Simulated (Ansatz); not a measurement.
Ansatz (an electronic-structure program) input (PBE/def2-TZVP):

Ansatz 0.2 input:
```yaml
crystal:
  periodic: [false, false, false]
  atoms:
    - {symbol: Si, position_ang: [-0.84594189, -0.04179823, -0.60362083]}
    - {symbol: C, position_ang: [-1.90281251, 1.50254028, -0.56860494]}
    - {symbol: C, position_ang: [-1.28464556, -1.20342027, 0.79544500]}
    - {symbol: N, position_ang: [0.83605910, 0.36552096, -0.44728110]}
    - {symbol: Si, position_ang: [2.02532930, -0.27347556, 0.62965517]}
    - {symbol: H, position_ang: [-1.09305362, -0.72843521, -1.90167257]}
    - {symbol: H, position_ang: [-2.95814483, 1.25711603, -0.71113133]}
    - {symbol: H, position_ang: [-1.61590984, 2.19512818, -1.36361771]}
    - {symbol: H, position_ang: [-1.79867876, 2.02497404, 0.38489144]}
    - {symbol: H, position_ang: [-2.33158829, -1.50460272, 0.71783994]}
    - {symbol: H, position_ang: [-0.67876209, -2.11165231, 0.77306863]}
    - {symbol: H, position_ang: [-1.14533580, -0.72640365, 1.76793715]}
    - {symbol: H, position_ang: [1.19557818, 1.02670418, -1.12151362]}
    - {symbol: H, position_ang: [2.22386888, -1.73509808, 0.45905444]}
    - {symbol: H, position_ang: [3.30615324, 0.41777764, 0.35052947]}
    - {symbol: H, position_ang: [1.65678392, -0.05504188, 2.05006079]}
basis:
  gaussian:
    orbitals: def2-TZVP
hamiltonian:
  xc: {name: PBE}
relax: {f_tol: 0.003, max_steps: 100}
```

Output:

```
Functional definition: PBE
integrals: 0.18 GiB planned
1503 factors; their error is unknown
0.32 GiB of the device are held for the grids
1.24 GiB of device memory are held for the factors and their scratch space
mean field: 1.12 GiB planned
mean field evaluation 1: about -19465.6651 eV, gradient 1.1e2 eV
mean field evaluation 2: about -19412.5551 eV, gradient 1.7e2 eV
mean field evaluation 4: about -19488.3495 eV, gradient 1.8e1 eV
mean field evaluation 8: about -19489.0440 eV, gradient 2.0e-1 eV
mean field evaluation 16: about -19489.0115 eV, gradient 4.0e-4 eV
mean field -19489.01145116 eV, -716.2079607038 hartree, gradient 3.9e-5 eV, S^2 0.000000; 0 other end points of the search recorded, 0 dependent functions left out
the calculation of the forces begins
reference -19489.01150389 eV, -716.2079626416 hartree; 29, 29 occupied and 204, 204 virtual orbitals, 1503 factors
relax step   1: F+E_penalty+E_count = -19489.01145116 eV  Δ(F+E_penalty+E_count) = +0.000e0 eV  max|allowed force component| = 2.561e-1 eV/Å  Δτ_max = 0.0000 Å  (29 SCF iters, accepted)
these checks for a lower state are left out or cut short: starts, cluster_reference, orbital_swaps, neighbouring_geometries, increment
integrals: 0.18 GiB planned
1503 factors; their error is unknown
0.31 GiB of the device are held for the grids
1.24 GiB of device memory are held for the factors and their scratch space
mean field: 1.12 GiB planned
mean field -19489.02956002 eV, -716.2086261920 hartree, gradient 1.3e-5 eV, S^2 0.000000; 0 other end points of the search recorded, 0 dependent functions left out
the calculation of the forces begins
reference -19489.02961292 eV, -716.2086281361 hartree; 29, 29 occupied and 204, 204 virtual orbitals, 1503 factors
relax step   2: F+E_penalty+E_count = -19489.02956002 eV  Δ(F+E_penalty+E_count) = -1.811e-2 eV  max|allowed force component| = 9.569e-2 eV/Å  Δτ_max = 0.0218 Å  (32 SCF iters, accepted)
these checks for a lower state are left out or cut short: starts, cluster_reference, orbital_swaps, neighbouring_geometries, increment
integrals: 0.18 GiB planned
1503 factors; their error is unknown
0.31 GiB of the device are held for the grids
1.24 GiB of device memory are held for the factors and their scratch space
mean field: 1.11 GiB planned
mean field evaluation 32: about -19489.0320 eV, gradient 1.3e-5 eV
mean field -19489.03200591 eV, -716.2087160768 hartree, gradient 1.3e-5 eV, S^2 0.000000; 0 other end points of the search recorded, 0 dependent functions left out
the calculation of the forces begins
reference -19489.03205892 eV, -716.2087180251 hartree; 29, 29 occupied and 204, 204 virtual orbitals, 1503 factors
relax step   3: F+E_penalty+E_count = -19489.03200591 eV  Δ(F+E_penalty+E_count) = -2.446e-3 eV  max|allowed force component| = 1.733e-2 eV/Å  Δτ_max = 0.0131 Å  (32 SCF iters, accepted)
these checks for a lower state are left out or cut short: starts, cluster_reference, orbital_swaps, neighbouring_geometries, increment
integrals: 0.18 GiB planned
1503 factors; their error is unknown
0.31 GiB of the device are held for the grids
1.24 GiB of device memory are held for the factors and their scratch space
mean field: 1.11 GiB planned
mean field -19489.03207346 eV, -716.2087185592 hartree, gradient 1.3e-5 eV, S^2 0.000000; 0 other end points of the search recorded, 0 dependent functions left out
the calculation of the forces begins
reference -19489.03212649 eV, -716.2087205079 hartree; 29, 29 occupied and 204, 204 virtual orbitals, 1503 factors
relax step   4: F+E_penalty+E_count = -19489.03207346 eV  Δ(F+E_penalty+E_count) = -6.755e-5 eV  max|allowed force component| = 7.617e-3 eV/Å  Δτ_max = 0.0048 Å  (32 SCF iters, accepted)
these checks for a lower state are left out or cut short: starts, cluster_reference, orbital_swaps, neighbouring_geometries, increment
integrals: 0.18 GiB planned
1503 factors; their error is unknown
0.31 GiB of the device are held for the grids
1.24 GiB of device memory are held for the factors and their scratch space
mean field: 1.11 GiB planned
[...]
mean field: 1.11 GiB planned
mean field -19489.03244365 eV, -716.2087321635 hartree, gradient 1.4e-5 eV, S^2 0.000000; 0 other end points of the search recorded, 0 dependent functions left out
the calculation of the forces begins
reference -19489.03249667 eV, -716.2087341120 hartree; 29, 29 occupied and 204, 204 virtual orbitals, 1503 factors
relax step   9: F+E_penalty+E_count = -19489.03244365 eV  Δ(F+E_penalty+E_count) = -8.690e-5 eV  max|allowed force component| = 2.745e-2 eV/Å  Δτ_max = 0.0059 Å  (32 SCF iters, accepted)
these checks for a lower state are left out or cut short: starts, cluster_reference, orbital_swaps, neighbouring_geometries, increment
integrals: 0.18 GiB planned
1503 factors; their error is unknown
0.31 GiB of the device are held for the grids
1.24 GiB of device memory are held for the factors and their scratch space
mean field: 1.11 GiB planned
mean field -19489.03256011 eV, -716.2087364434 hartree, gradient 1.4e-5 eV, S^2 0.000000; 0 other end points of the search recorded, 0 dependent functions left out
the calculation of the forces begins
reference -19489.03261311 eV, -716.2087383912 hartree; 29, 29 occupied and 204, 204 virtual orbitals, 1503 factors
relax step  10: F+E_penalty+E_count = -19489.03256011 eV  Δ(F+E_penalty+E_count) = -1.165e-4 eV  max|allowed force component| = 9.586e-3 eV/Å  Δτ_max = 0.0127 Å  (32 SCF iters, accepted)
these checks for a lower state are left out or cut short: starts, cluster_reference, orbital_swaps, neighbouring_geometries, increment
integrals: 0.18 GiB planned
1503 factors; their error is unknown
0.31 GiB of the device are held for the grids
1.24 GiB of device memory are held for the factors and their scratch space
mean field: 1.11 GiB planned
mean field -19489.03268780 eV, -716.2087411357 hartree, gradient 1.4e-5 eV, S^2 0.000000; 0 other end points of the search recorded, 0 dependent functions left out
the calculation of the forces begins
reference -19489.03274077 eV, -716.2087430823 hartree; 29, 29 occupied and 204, 204 virtual orbitals, 1503 factors
relax step  11: F+E_penalty+E_count = -19489.03268780 eV  Δ(F+E_penalty+E_count) = -1.277e-4 eV  max|allowed force component| = 8.758e-3 eV/Å  Δτ_max = 0.0536 Å  (30 SCF iters, accepted)
these checks for a lower state are left out or cut short: starts, cluster_reference, orbital_swaps, neighbouring_geometries, increment
integrals: 0.18 GiB planned
1503 factors; their error is unknown
0.31 GiB of the device are held for the grids
1.24 GiB of device memory are held for the factors and their scratch space
mean field: 1.11 GiB planned
mean field evaluation 96: about -19489.0327 eV, gradient 1.4e-5 eV
mean field -19489.03272295 eV, -716.2087424275 hartree, gradient 1.4e-5 eV, S^2 0.000000; 0 other end points of the search recorded, 0 dependent functions left out
the calculation of the forces begins
reference -19489.03277590 eV, -716.2087443735 hartree; 29, 29 occupied and 204, 204 virtual orbitals, 1503 factors
relax step  12: F+E_penalty+E_count = -19489.03272295 eV  Δ(F+E_penalty+E_count) = -3.515e-5 eV  max|allowed force component| = 2.881e-2 eV/Å  Δτ_max = 0.0693 Å  (30 SCF iters, accepted)
these checks for a lower state are left out or cut short: starts, cluster_reference, orbital_swaps, neighbouring_geometries, increment
integrals: 0.18 GiB planned
1503 factors; their error is unknown
0.31 GiB of the device are held for the grids
1.24 GiB of device memory are held for the factors and their scratch space
mean field: 1.11 GiB planned
mean field -19489.03278938 eV, -716.2087448688 hartree, gradient 1.4e-5 eV, S^2 0.000000; 0 other end points of the search recorded, 0 dependent functions left out
the calculation of the forces begins
reference -19489.03284233 eV, -716.2087468146 hartree; 29, 29 occupied and 204, 204 virtual orbitals, 1503 factors
relax step  13: F+E_penalty+E_count = -19489.03278938 eV  Δ(F+E_penalty+E_count) = -6.643e-5 eV  max|allowed force component| = 1.093e-2 eV/Å  Δτ_max = 0.0104 Å  (32 SCF iters, accepted)
these checks for a lower state are left out or cut short: starts, cluster_reference, orbital_swaps, neighbouring_geometries, increment
integrals: 0.18 GiB planned
1503 factors; their error is unknown
0.31 GiB of the device are held for the grids
1.24 GiB of device memory are held for the factors and their scratch space
mean field: 1.11 GiB planned
mean field -19489.03282609 eV, -716.2087462179 hartree, gradient 1.4e-5 eV, S^2 0.000000; 0 other end points of the search recorded, 0 dependent functions left out
the calculation of the forces begins
reference -19489.03287904 eV, -716.2087481636 hartree; 29, 29 occupied and 204, 204 virtual orbitals, 1503 factors
relax step  14: F+E_penalty+E_count = -19489.03282609 eV  Δ(F+E_penalty+E_count) = -3.671e-5 eV  max|allowed force component| = 7.103e-3 eV/Å  Δτ_max = 0.0111 Å  (32 SCF iters, accepted)
these checks for a lower state are left out or cut short: starts, cluster_reference, orbital_swaps, neighbouring_geometries, increment
integrals: 0.18 GiB planned
1503 factors; their error is unknown
0.31 GiB of the device are held for the grids
1.24 GiB of device memory are held for the factors and their scratch space
mean field: 1.11 GiB planned
mean field -19489.03284635 eV, -716.2087469624 hartree, gradient 1.3e-5 eV, S^2 0.000000; 0 other end points of the search recorded, 0 dependent functions left out
the calculation of the forces begins
reference -19489.03289929 eV, -716.2087489081 hartree; 29, 29 occupied and 204, 204 virtual orbitals, 1503 factors
relax step  15: F+E_penalty+E_count = -19489.03284635 eV  Δ(F+E_penalty+E_count) = -2.026e-5 eV  max|allowed force component| = 3.986e-3 eV/Å  Δτ_max = 0.0260 Å  (31 SCF iters, accepted)
these checks for a lower state are left out or cut short: starts, cluster_reference, orbital_swaps, neighbouring_geometries, increment
integrals: 0.18 GiB planned
1503 factors; their error is unknown
0.31 GiB of the device are held for the grids
1.24 GiB of device memory are held for the factors and their scratch space
mean field: 1.11 GiB planned
mean field -19489.03285710 eV, -716.2087473574 hartree, gradient 1.3e-5 eV, S^2 0.000000; 0 other end points of the search recorded, 0 dependent functions left out
the calculation of the forces begins
reference -19489.03291005 eV, -716.2087493033 hartree; 29, 29 occupied and 204, 204 virtual orbitals, 1503 factors
relax step  16: F+E_penalty+E_count = -19489.03285710 eV  Δ(F+E_penalty+E_count) = -1.075e-5 eV  max|allowed force component| = 2.160e-3 eV/Å  Δτ_max = 0.0151 Å  (31 SCF iters, accepted)
these checks for a lower state are left out or cut short: starts, cluster_reference, orbital_swaps, neighbouring_geometries, increment
integrals: 0.18 GiB planned
1503 factors; their error is unknown
0.31 GiB of the device are held for the grids
1.24 GiB of device memory are held for the factors and their scratch space
mean field: 1.11 GiB planned
mean field evaluation 128: about -19489.0329 eV, gradient 1.4e-4 eV
mean field -19489.03285879 eV, -716.2087474196 hartree, gradient 1.3e-5 eV, S^2 0.000000; 0 other end points of the search recorded, 0 dependent functions left out
the calculation of the forces begins
reference -19489.03291174 eV, -716.2087493655 hartree; 29, 29 occupied and 204, 204 virtual orbitals, 1503 factors
relax step  17: F+E_penalty+E_count = -19489.03285879 eV  Δ(F+E_penalty+E_count) = -1.690e-6 eV  max|allowed force component| = 2.701e-3 eV/Å  Δτ_max = 0.0055 Å  (32 SCF iters, accepted)
integrals: 0.18 GiB planned
1503 factors; their error is unknown
0.31 GiB of the device are held for the grids
1.24 GiB of device memory are held for the factors and their scratch space
mean field: 1.11 GiB planned
mean field -19489.03285879 eV, -716.2087474195 hartree, gradient 4.2e-5 eV, S^2 0.000000; 1 other end points of the search recorded, 0 dependent functions left out
the calculation of the forces begins
reference -19489.03291174 eV, -716.2087493655 hartree; 29, 29 occupied and 204, 204 virtual orbitals, 1503 factors
Total energy: -19489.03291174 eV, -716.2087493655 hartree
Atom 0 at    -0.847713    -0.033033    -0.559240 Å, force     0.000581    -0.000133    -0.000737 eV/Å
Atom 1 at    -1.927875     1.503380    -0.630735 Å, force    -0.000126     0.000173     0.000173 eV/Å
Atom 2 at    -1.320633    -1.162540     0.864587 Å, force     0.000115     0.000250     0.000419 eV/Å
Atom 3 at     0.828990     0.426218    -0.358798 Å, force     0.002701     0.000282    -0.001110 eV/Å
Atom 4 at     2.078264    -0.323177     0.589297 Å, force    -0.001624    -0.000890     0.002175 eV/Å
Atom 5 at    -1.044315    -0.783784    -1.848871 Å, force     0.000078    -0.000033     0.000092 eV/Å
Atom 6 at    -2.979593     1.231196    -0.807863 Å, force     0.000281     0.000061     0.000038 eV/Å
Atom 7 at    -1.618086     2.168857    -1.450809 Å, force     0.000140    -0.000059     0.000132 eV/Å
Atom 8 at    -1.871871     2.073496     0.308254 Å, force    -0.000061     0.000026    -0.000051 eV/Å
Atom 9 at    -2.365252    -1.488709     0.750109 Å, force    -0.000110     0.000056    -0.000213 eV/Å
Atom 10 at    -0.696134    -2.067949     0.893339 Å, force     0.000080    -0.000066     0.000031 eV/Å
Atom 11 at    -1.228400    -0.652155     1.834460 Å, force    -0.000022    -0.000085     0.000205 eV/Å
Atom 12 at     1.172209     1.128503    -1.012216 Å, force    -0.001974    -0.000903     0.001063 eV/Å
Atom 13 at     2.366286    -1.740451     0.187824 Å, force     0.000256     0.001896    -0.000406 eV/Å
Atom 14 at     3.327199     0.480671     0.409998 Å, force    -0.000450    -0.000820    -0.000621 eV/Å
Atom 15 at     1.715824    -0.350689     2.041703 Å, force     0.000134     0.000245    -0.001190 eV/Å
Dipole moment:    -0.121396     0.166789    -0.043265 e Å
```
